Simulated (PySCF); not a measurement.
Stepwise substitution at one centre (Ge F-Cl). All species are isolated molecules in the gas phase. Strings in code marks are SMILES.

The S1 excitation (TDA) from two functionals at the same geometries (B3LYP-D3(BJ)/def2-TZVP), both in PySCF: PBE-D3(BJ)/def2-TZVP and B3LYP-D3(BJ)/def2-TZVP. B3LYP has the VWN-RPA correlation part, as in Gaussian. Excitations are Tamm–Dancoff values on a coarser integration grid. The basis has no diffuse functions, so Rydberg states are missing or too high.

| species | B3LYP-D3(BJ)/def2-TZVP (eV) |
|---|---|
| 0 of 4 F replaced by Cl | 8.49 |
| 1 of 4 F replaced by Cl (`[Ge]([F])([F])([F])[Cl]`) | 6.74 |
| 2 of 4 F replaced by Cl (`[F][Ge]([F])([Cl])[Cl]`) | 6.22 |
| 3 of 4 F replaced by Cl (`[F][Ge]([Cl])([Cl])[Cl]`) | 5.77 |
| 4 of 4 F replaced by Cl | 5.49 |

Q: What does PBE-D3(BJ)/def2-TZVP give for each?

A: 
- 0 of 4 F replaced by Cl: 7.58
- 1 of 4 F replaced by Cl (`[Ge]([F])([F])([F])[Cl]`): 6.25
- 2 of 4 F replaced by Cl (`[F][Ge]([F])([Cl])[Cl]`): 5.72
- 3 of 4 F replaced by Cl (`[F][Ge]([Cl])([Cl])[Cl]`): 5.24
- 4 of 4 F replaced by Cl: 4.93
Over these rows, drawn at random from the members with no instability flagged (it was tested for open shells, ions and some series alone), PBE minus B3LYP-D3(BJ): mean -0.60 eV, from -0.91 eV to -0.48 eV.
